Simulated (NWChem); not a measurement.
Species: CH$_{6}$N cation; SMILES C[NH3+]

Computed with NWChem. The geometry was optimised at B3LYP/6-31G* (spherical d). Core excitations by TDA in a window of 1s orbitals, non-relativistic and unshifted: absolute energies depend strongly on the exact-exchange share.

Q: What does the run give for N K edge, BHandHLYP/def2-TZVP? Quantities: first 1s excitation (eV); dipole oscillator strength of the first; first state with f > 0.002 (eV); dipole oscillator strength of that state.

A: 
```
Item                                      Result
----------------------------------------  ------
first 1s excitation (eV)                   402.7
dipole oscillator strength of the first   0.0085
first state with f > 0.002 (eV)            402.7
dipole oscillator strength of that state  0.0085
```
